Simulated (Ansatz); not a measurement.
`CC[SiH2]N` → NH₃ + `CC[SiH]` at 500 K and 1 bar (silylene formation by 1,1-elimination).

Program: Ansatz. Geometries: PBE0-D4/def2-TZVP. ΔE: electronic, gas phase. CCSD(T)/CBS adds triple-zeta CCSD(T) − MP2 to the extrapolated MP2 energy (def2 sets, frozen cores). This one scheme is used for every species. Each species was taken in one conformer, which may not be the lowest.

| species | CCSD(T)/CBS energy (Eh) | H − E (kJ/mol) | S (J/(mol·K)) |
| --- | --- | --- | --- |
| `CC[SiH2]N` | -425.33899 | 332.5 | 405.1 |
| NH₃ | -56.50880 | 108.2 | 211.8 |
| `CC[SiH]` | -368.72354 | 220.2 | 338.0 |

H − E and S are ideal-gas, rigid-rotor, harmonic terms from PBE0-D4/def2-TZVP, for one conformer and one mirror image of each species. 1 Eh = 2625.50 kJ/mol, R = 8.31446 J/(mol·K).

Problem. By hand: ΔE, ΔH, ΔS and ΔG.

Solution. ΔE = (-56.50880) + (-368.72354) − (-425.33899) = 0.10665 Eh = 280.0 kJ/mol. Δ(H − E) = 108.2 + 220.2 − 332.5 = -4.1, so ΔH = 275.9 kJ/mol. ΔS = 211.8 + 338.0 − 405.1 = 144.7 J/(mol·K). ΔG = 275.9 − 500 × (144.7)/1000 = 203.5 kJ/mol.

Problem. By hand: the equilibrium constant, and the temperature at which ΔG would vanish if ΔH and ΔS stayed fixed.

Solution. log₁₀ K = −ΔG/(RT ln 10) = -21.3. ΔG = 0 at ΔH/ΔS = 1907 K.

The number of gas molecules changes by +1, which sets the sign of ΔS. A doubt of 5 kJ/mol in ΔE shifts log₁₀ K by 0.5 here. Other conformers and mirror images would add mixing entropy, several J/(mol·K) or more a flexible species. These are equilibria of isolated gas molecules and say nothing of rates. Largest T1 diagnostic: 0.012 (customary marks: 0.02 for closed shells, 0.045 for open ones).
